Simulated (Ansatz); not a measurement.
**Loss of H2: C2H3Cl2Si → C2HCl2Si + H2**

Species: C2H3Cl2Si `[H]/[C]=C\[SiH](Cl)Cl`, doublet; C2HCl2Si `C#C[Si](Cl)Cl`, doublet; H2 (hydrogen), singlet. 

Shapes, held fixed at every level: PBE0-D4/def2-TZVP. Flexible molecules stand in one conformer, not always the lowest. Programs: Ansatz 0.2.0. Electronic energies: no zero-point or thermal term.

```
               level                    kind  ΔE (kJ/mol)  CPU time (sum over the molecules)
       HF/def2-TZVPP            Hartree–Fock       +134.2                                  –
   PBE-D4/def2-TZVPP                     GGA       +103.8                               21 s
r2SCAN-D4/def2-TZVPP                meta-GGA       +114.3                               43 s
  PBE0-D4/def2-TZVPP           global hybrid       +122.3                               38 s
  wB97M-V/def2-TZVPP  range-separated hybrid       +115.0                               94 s
  wB97X-V/def2-TZVPP  range-separated hybrid       +123.8                               82 s
   B2PLYP/def2-TZVPP           double hybrid        +95.1                               45 s
```

B2PLYP/def2-TZVPP gives ΔE = +95.1 kJ/mol; the levels span +95.1 to +134.2. The median of the levels is +115.0. No measured value is set beside it here. Spin contamination: C2H3Cl2Si (⟨S²⟩ up to 0.92). Open shells run unrestricted unless RO is named. Times are processor times on shared x86 and Arm servers, and rough.
